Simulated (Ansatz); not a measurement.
A nudged elastic band was laid between two geometries of C$_{2}$H$_{6}$BBrSi (11 atoms, charge 0, multiplicity 1).

Computed with Ansatz 0.2.0, RKS PBE0-D4/def2-SVP.

| Item | Value |
| --- | --- |
| movable images | 7 |
| climbing image | yes |
| spring | 5.0 eV/Å² |
| optimiser | quadratic models (default) |
| start path | through a guess of the saddle point |
| force threshold | 0.03 eV/Å |
| iteration limit | 42 |
| end points | relaxed |

Initial state:

```xyz
11
Properties=species:S:1:pos:R:3
C -1.260 -1.185 -0.104
Si 0.001 -0.069 0.706
Br 1.059 -1.283 2.256
B 0.528 1.727 0.402
C 0.979 0.945 -0.786
H -1.989 -1.501 0.658
H -0.786 -2.088 -0.517
H -1.801 -0.652 -0.901
H 1.061 2.611 1.012
H 0.313 0.362 -1.443
H 1.961 1.076 -1.262
```

Final state:

```xyz
11
Properties=species:S:1:pos:R:3
C -1.425 -0.998 0.132
Si 0.319 -0.357 0.246
Br 1.225 -1.341 2.042
B 0.912 1.570 -0.314
C 1.296 0.373 -1.018
H -1.951 -0.893 1.093
H -1.393 -2.070 -0.121
H -1.973 -0.462 -0.657
H 0.072 1.233 0.697
H 1.947 0.125 -1.851
H 1.037 2.762 -0.226
```

Q: What changes between the two ends?

A: Bonds broken: C5–H11. Bonds formed: B4–H11.

Q: What energy profile does the band end with?

A: The forces met the threshold. The highest image is number 5 of 0 to 8, 1.43 eV above the first end and 1.84 eV above the last; the last end lies 0.42 eV below the first. The profile has 2 maxima (images 2, 5) with wells between them (image 3): this band takes more than one step, which may be the mechanism or a detour left from its start path. A vibrational analysis at the climbing image gives one clearly imaginary mode, 972i cm⁻¹: a first-order saddle point. The orbitals stay closed-shell, which can raise the energy where a bond breaks towards radicals; this wasn't checked here.

| image | path coordinate (Å) | energy (eV) | C5–H11 (Å) | B4–H11 (Å) |
| --- | --- | --- | --- | --- |
| 0 | 0.00 | 0.00 | 1.10 | 2.29 |
| 1 | 0.82 | 0.14 | 1.10 | 2.31 |
| 2 | 1.65 | 0.27 | 1.11 | 2.21 |
| 3 | 2.47 | 0.24 | 1.12 | 2.01 |
| 4 | 3.30 | 0.49 | 1.17 | 1.54 |
| 5 | 4.12 | 1.43 | 1.62 | 1.24 |
| 6 | 4.86 | 0.43 | 2.15 | 1.19 |
| 7 | 5.60 | -0.14 | 2.39 | 1.20 |
| 8 | 6.34 | -0.42 | 2.53 | 1.20 |

Q: What is the geometry of the highest image?

A: 
```xyz
11
Properties=species:S:1:pos:R:3:forces:R:3
C -1.418 -1.099 0.160 0.01 0.00 0.00
Si 0.318 -0.441 0.338 0.00 0.00 0.00
Br 1.483 -1.705 1.768 0.00 0.00 0.00
B 0.513 1.516 0.005 0.00 0.00 -0.01
C 1.048 0.477 -0.979 0.00 0.00 0.01
H -1.929 -1.091 1.134 0.00 0.00 0.00
H -1.393 -2.134 -0.212 0.00 0.00 0.00
H -1.977 -0.473 -0.549 0.00 0.00 0.00
H 0.004 2.453 0.547 0.00 0.00 0.00
H 1.807 0.544 -1.761 0.00 0.00 0.00
H 1.608 1.897 -0.430 0.00 0.00 0.00
```

The run took 12 min on 2 threads of Arm Neoverse N1, on a shared host, peak memory 0.35 GiB.
